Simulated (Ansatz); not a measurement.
A nudged elastic band was laid between two geometries of AlF₂H₄N (8 atoms, charge 0, multiplicity 1).

Level of theory: Ansatz, RKS LDA/def2-SVP.

```yaml
movable_images: 9
climbing_image: yes
spring: 5.0 eV/Å²
optimiser: quadratic models (default)
start_path: through a guess of the saddle point
force_threshold: 0.05 eV/Å
iteration_limit: 60
end_points: relaxed
```

Image 0:

```xyz
8
Properties=species:S:1:pos:R:3
Al 0.016 -0.060 0.251
H -0.237 0.934 1.470
F 1.546 -0.110 -0.435
F -1.241 -0.338 -0.827
N 0.061 -1.938 0.953
H -0.676 -2.442 0.434
H 0.981 -2.325 0.683
H -0.082 -2.068 1.965
```

Image 10:

```xyz
8
Properties=species:S:1:pos:R:3
Al 0.098 -0.623 -0.035
H -0.234 0.412 1.779
F 1.489 0.255 -0.213
F -1.309 0.024 -0.619
N 0.155 -2.299 0.492
H -0.641 -2.940 0.439
H 1.020 -2.807 0.694
H -0.209 -0.367 1.955
```

Question: Which bonds break or form, and what moves?

Answer: Bonds broken: Al1–H2, N5–H8. Bonds formed: H2–H8. AlF2H4N becomes AlF2H2N + H2.

Question: Give the energies along the band, and the barrier.

Answer: The run converged. The highest image is number 6 of 0 to 10, 1.22 eV above the first end and 0.29 eV above the last; the last end lies 0.93 eV above the first. A vibrational analysis at the climbing image gives one clearly imaginary mode, 800i cm⁻¹: a first-order saddle point. The orbitals stay closed-shell, which can raise the energy where a bond breaks towards radicals; this wasn't checked here.

| image | path coordinate (Å) | energy (eV) | Al1–H2 (Å) | N5–H8 (Å) | H2–H8 (Å) |
| --- | --- | --- | --- | --- | --- |
| 0 | 0.00 | 0.00 | 1.59 | 1.03 | 3.05 |
| 1 | 0.31 | 0.02 | 1.60 | 1.03 | 2.73 |
| 2 | 0.62 | 0.09 | 1.60 | 1.03 | 2.39 |
| 3 | 0.92 | 0.22 | 1.61 | 1.04 | 2.03 |
| 4 | 1.23 | 0.44 | 1.63 | 1.06 | 1.67 |
| 5 | 1.54 | 0.92 | 1.71 | 1.20 | 1.30 |
| 6 | 1.85 | 1.22 | 1.81 | 1.49 | 1.00 |
| 7 | 2.11 | 1.12 | 1.94 | 1.76 | 0.87 |
| 8 | 2.36 | 1.00 | 2.07 | 2.02 | 0.82 |
| 9 | 2.62 | 0.95 | 2.12 | 2.25 | 0.80 |
| 10 | 2.88 | 0.93 | 2.12 | 2.45 | 0.80 |

Question: What is the geometry of the highest image?

Answer: 
```xyz
8
Properties=species:S:1:pos:R:3:forces:R:3
Al 0.069 -0.384 -0.001 0.02 -0.01 0.00
H -0.226 0.079 1.729 0.00 -0.01 -0.01
F 1.551 0.225 -0.419 -0.01 0.01 0.00
F -1.294 0.007 -0.854 0.00 0.00 0.00
N 0.097 -2.061 0.772 0.01 0.00 0.00
H -0.675 -2.733 0.665 0.00 0.00 -0.01
H 0.985 -2.566 0.906 -0.01 -0.01 0.00
H -0.139 -0.915 1.695 0.00 0.01 0.01
```

Question: What are the harmonic wavenumbers there?

Answer: 800i, 150, 218, 256, 326, 450, 597, 665, 681, 839, 956, 971, 1350, 1422, 1773, 1949, 3443, 3547 cm⁻¹.

Run time: 2.5 min on 1 thread of Arm Neoverse V1, with other jobs on the host, peak memory 0.14 GiB.
